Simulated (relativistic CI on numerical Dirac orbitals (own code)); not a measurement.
**Racah parameters of the free ion Zn4+ from its measured terms**

Problem. The configuration 3s²3p⁶3d⁸ of Zn4+ has the measured levels ³F: 4036.0 (J = 2), 2466.0 (J = 3), 0.0 (J = 4); ³P: 23510.0 (J = 0), 23107.0 (J = 1), 22663.0 (J = 2); ¹D: 18400.0 (J = 2) cm⁻¹ (Sugar and Musgrove, J. Phys. Chem. Ref. Data 24, 1803 (1995)). Find B and C, and predict the term ¹G.

Working.
1. Centres of gravity, weighted by 2J + 1: ³F 1783.0, ³P 22905.1, ¹D 18400.0 cm⁻¹.
2. ³P − ³F = 15B gives B = 21122.2/15 = 1408 cm⁻¹.
3. ¹D − ³F = 5B + 2C gives C = (16617.0 − 7040.7)/2 = 4788 cm⁻¹, and C/B = 3.40.
4. ¹G − ³F = 12B + 2C = 26474 cm⁻¹.

Check. The measured centre of ¹G lies 28817 cm⁻¹ above that of ³F, so the two-parameter theory misses by -2343 cm⁻¹; fits add the Trees term αL(L + 1) for such residues. In a CI calculation the ³P level holds 16 % of 3s²3p⁶3d⁸ ¹D, a mixing that shifts it and so biases the parameters. The calculated radial integrals (Dirac-KLI orbitals, unscaled: F² = 124203, F⁴ = 77821 cm⁻¹) give B = F²/49 − 5F⁴/441 = 1652 and C = 35F⁴/441 = 6176 cm⁻¹, so the measured B is 85 % and C 78 % of them. A complex lowers B further; the nephelauxetic ratio is taken against the free-ion value found here.
